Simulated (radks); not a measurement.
Q: The mean radii <r> (bohr) of the occupied orbitals of an atom or ion are listed with their occupations. All-electron calculation, scalar-relativistic Kohn-Sham, PBE, spin-unpolarised, spherical densities, finite nucleus; Fermi nuclear charge, rms radius of each element as measured or else 0.836 A^(1/3) + 0.57 fm. Program: a radial shooting solver on a logarithmic mesh with Libxc functionals.

orbital  occ.      <r>
1s          2  0.03040
2s          2   0.1317
2p          6   0.1149
3s          2   0.3583
3p          6   0.3571
3d         10   0.3347
4s          2   0.8794
4p          6   0.9603
4d         10    1.272
5s          1    2.650

Name the element and its charge.

A: Z = 48, cadmium, charge +1: Cd+ in [Kr] 4d10 5s1. The 1s radius gives Z: for a bare nucleus <r> = (2 gamma + 1)/(2Z) with gamma = sqrt(1 - (Z/c)^2), 0.02993 bohr for Z = 48, and screening makes it slightly larger (0.03040 here). The occupations add up to 47, and the charge is Z minus that.
